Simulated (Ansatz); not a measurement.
Program: Ansatz. Geometries: PBE0-D4/def2-TZVP. ΔE: electronic, gas phase. CCSD(T)/CBS is the MP2 limit (def2-TZVPP, def2-QZVPP) plus CCSD(T) − MP2 in def2-TZVPP, frozen cores. For Se outer-core shells are correlated without core-valence functions, which leaves a few kJ/mol of doubt a bond. Scalar relativity is left out up to krypton. Each species was taken in one conformer, which may not be the lowest.

`[SiH3]NB[SeH]` + `OPO` → `OP(O)[SeH]` + `BN[SiH3]`  (ligand exchange at the Se–B bond)

`[SiH3]NB[SeH]`:

Z-matrix (Å, degrees):
```
Si
N 1 1.744
H 1 1.487 2 110.4
H 1 1.480 2 107.5 3 120.4
H 1 1.487 2 110.4 3 -119.1
B 2 1.401 1 125.8 3 -120.5
H 2 1.011 1 116.7 3 59.4
Se 6 1.946 2 125.1 1 180.0
H 6 1.195 2 120.4 1 -0.0
H 8 1.471 6 97.2 2 -0.1
```

`OPO`:

```xyz
6

O    -0.573   -0.372   -1.057
P    -0.041    0.789   -0.016
O     1.109    0.037    0.862
H    -0.166   -0.263   -1.920
H    -1.150    0.598    0.863
H     0.821   -0.788    1.268
```

`OP(O)[SeH]`:

Cartesian coordinates in Å:
```
O -0.718 -0.476 1.211
P -0.715 -0.268 -0.404
O 0.563 -1.254 -0.608
Se 0.206 1.838 -0.601
H -1.314 0.148 1.637
H 0.651 -1.506 -1.532
H 1.326 1.518 0.297
```

`BN[SiH3]`:

Cartesian coordinates in Å:
```
B -1.058 -0.629 0.956
N 0.116 -0.613 0.197
Si 0.714 0.710 -0.772
H -1.753 0.347 0.970
H -1.349 -1.611 1.577
H 0.675 -1.456 0.211
H 2.058 1.133 -0.297
H -0.250 1.826 -0.649
H 0.846 0.293 -2.193
```

| species | MP2/def2-TZVPP energy (Eh) |
| --- | --- |
| `[SiH3]NB[SeH]` | -2772.24941 |
| `OPO` | -492.96534 |
| `OP(O)[SeH]` | -2893.09591 |
| `BN[SiH3]` | -372.10203 |

(1) Work out ΔE.

Largest T1 diagnostic among the species: 0.013.

Results:

(1) ΔE = (-2893.09591) + (-372.10203) − (-2772.24941) − (-492.96534) = 0.01681 Eh = +10.5 kcal/mol. CCSD(T)/CBS gives +9.3 kcal/mol.

From PBE to PBE0 (25 % exact exchange), in def2-TZVPP and without D4, ΔE moves by +1.5 kcal/mol.
